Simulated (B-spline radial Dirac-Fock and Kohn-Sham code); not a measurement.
## Photoemission from Fe at 1630 eV, detector at θ = 90°, φ = 0°

System: the free iron atom in the configuration 1s2 2s2 2p6 3s2 3p6 3d6 4s2. Level of theory: Dirac-Hartree-Slater photoionisation with a Latter tail; cross sections with all multipoles, angular parameters from the dipole term and its interference with E2; a radial finite-basis atomic code. Thresholds are tabulated edges, those marked * orbital energies of the model. For linearly polarised light dσ/dΩ = σ/(4π) [1 + β P₂(cos θ) + (δ + γ cos²θ) sin θ cos φ], with θ from the polarisation vector and φ the angle between the beam and the projection of the electron momentum on the plane normal to the polarisation. The dipole factor is 1 + βP₂ and the non-dipole term is the rest of the bracket. Open shells are filled statistically over j.

```
subshell  threshold (eV)  σ (kb)     β      γ      δ  dipole factor  non-dipole term  dσ/dΩ (kb/sr)
      2s           844.6    53.2  2.00  -0.06  0.000          0.000            0.000            ≈ 0
   2p1/2           719.9    57.4  1.45   0.34  0.028          0.276           +0.028           1.39
   2p3/2           706.8     111  1.46   0.35  0.029          0.269           +0.029           2.63
      3s           91.30    8.44  2.00   0.03  0.000          0.000            0.000            ≈ 0
   3p1/2          67.22*    6.12  1.44   0.46  0.023          0.280           +0.023          0.148
   3p3/2          65.60*    11.8  1.45   0.47  0.023          0.273           +0.023          0.278
   3d3/2          12.10*   0.672  0.85   0.61  0.119          0.577           +0.119         0.0372
   3d5/2          11.92*   0.983  0.84   0.60  0.120          0.582           +0.120         0.0549
      4s           7.23*   0.532  2.00   0.04  0.000          0.000            0.000            ≈ 0
```

Values without a named source are computed, but for edge energies of neutral atoms, which are taken from tables.
